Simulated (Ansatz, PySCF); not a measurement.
Process, species as SMILES: N[SiH2]N[SiH3] → [NH][SiH2]N[SiH3] + H atom (the H-N bond at the site shown breaks; other sites are not compared here)
Each molecule is optimised on its own at B3LYP-D3(BJ)/def2-TZVP (Ansatz, a program for electronic structure), one conformer each, not searched for the lowest. Frequencies are from Ansatz or PySCF.

Property: bond dissociation energy (0 K, with B3LYP-D3(BJ) harmonic zero-point energies), in kJ/mol. Cores are frozen in the correlated levels unless marked. UHF or UKS for open shells. Spin-orbit coupling is left out. No relativistic terms. CBS(X,Y): correlation extrapolated as X^-3; Hartree-Fock from the larger set.

```csv
level,program,bond dissociation energy (kJ/mol)
HF/cc-pV(D+d)Z,Ansatz,323.0
```

Task: Estimate the value at CCSD(T)/CBS(cc-pV(T+d)Z,cc-pV(Q+d)Z) as computed with Ansatz.

Result: 462.8 kJ/mol, so HF/cc-pV(D+d)Z differs from it by -139.8 kJ/mol.
